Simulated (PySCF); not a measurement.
Si(OMe)(SiH3) (CH6OSi2), SMILES O([Si][SiH3])C (connectivity only; charge and spin as stated), neutral, multiplicity 1.

Coordinates come from a B3LYP-D3(BJ)/def2-SVP optimisation. The structure was generated by enumeration; whether it is a known compound was not checked. One conformer was computed; it need not be the lowest.

Two levels are set side by side: PBE/def2-TZVP (PySCF) and B3LYP/def2-TZVP (PySCF). Same geometry, gas phase. Differences are taken from unrounded values.

| quantity | B3LYP | PBE | PBE minus B3LYP |
|---|---|---|---|
| orbital gap (eV) | 3.27 | 1.82 | -1.45 |
| highest occupied level (eV) | -5.85 | -5.04 | 0.81 |
| lowest empty level (eV) | -2.58 | -3.22 | -0.64 |
| dipole moment (D) | 1.89 | 1.91 | 0.02 |
| mean polarisability (bohr³) | 81.8 | 84.8 | 3.0 |

Without exact exchange PBE keeps part of each electron's self-repulsion, which lifts occupied levels and narrows the gap. Loosely held outer electrons make PBE densities more polarisable. Differences between two approximate levels are no errors against the true value.

Rough cost on one machine, each run with all the roots and properties that it gave: B3LYP against PBE within a factor of 2.
